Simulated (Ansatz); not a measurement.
Consider the isomerisation: `B/C=C(/B)N` → `BC1BNC1`.

Isolated molecules relaxed with PBE0-D4/def2-TZVP in Ansatz; ΔE leaves out vibrations. CBS: MP2 limit from def2 TZ/QZ plus the TZ coupled-cluster correction, frozen cores. DFT in def2-TZVPP. B3LYP here is the variant with VWN-RPA as its local correlation; programs differ in this. One conformer a species, not always the lowest.

`B/C=C(/B)N`:

Z-matrix (Å, degrees):
```
B
C 1 1.510
H 1 1.197 2 121.3
H 1 1.205 2 121.0 3 178.9
C 2 1.384 1 125.0 3 179.1
H 2 1.086 1 120.6 3 -5.2
N 5 1.345 2 123.7 1 -14.9
B 5 1.548 2 115.2 1 156.5
H 7 1.004 5 120.1 2 163.6
H 7 1.008 5 119.6 2 2.2
H 8 1.191 5 119.7 2 37.4
H 8 1.198 5 119.8 2 -139.5
```

`BC1BNC1`:

Z-matrix (Å, degrees):
```
C
B 1 1.641
B 1 1.514 2 101.5
C 1 1.544 2 82.1 3 -120.0
H 1 1.092 2 110.8 3 125.4
N 2 1.385 1 90.8 3 119.0
H 2 1.191 1 137.5 3 -61.6
H 3 1.202 1 120.3 2 -77.1
H 3 1.198 1 120.7 2 97.3
H 4 1.094 1 113.2 2 -115.5
H 4 1.094 1 114.6 2 118.2
H 6 1.006 2 137.9 1 178.9
```

Q: Is it downhill or uphill in electronic energy at CCSD(T)/CBS, and by how much? (Best estimate.)

A: Ansatz gave: Downhill: ΔE = -114.9 kJ/mol.

Q: What do these levels give: B3LYP-D4, ωB97M-V, B2PLYP, PBE, r2SCAN, PBE0, SCS-MP2/def2-TZVPP, CCSD/def2-TZVPP, SCS-MP2/def2-QZVPP, HF/CBS(def2), MP2/CBS(def2), CCSD/CBS(def2)? (Estimate.)

A: Computed: B3LYP-D4 -89.6, ωB97M-V -117.3, B2PLYP -98.8, PBE -104.3, r2SCAN -102.1, PBE0 -115.5, SCS-MP2/def2-TZVPP -115.1, CCSD/def2-TZVPP -116.4, SCS-MP2/def2-QZVPP -115.3, HF/CBS(def2) -88.2, MP2/CBS(def2) -120.9, CCSD/CBS(def2) -116.5 kJ/mol.

Largest T1 diagnostic among the species: 0.014.

From PBE to PBE0 (25 % exact exchange), in def2-TZVPP and without D4, ΔE moves by −11.3 kJ/mol. In def2-TZVPP, CCSD(T) changes the Hartree–Fock value by −26.8 kJ/mol (the triples alone add +1.6 kJ/mol) and MP2 by −32.8 kJ/mol.
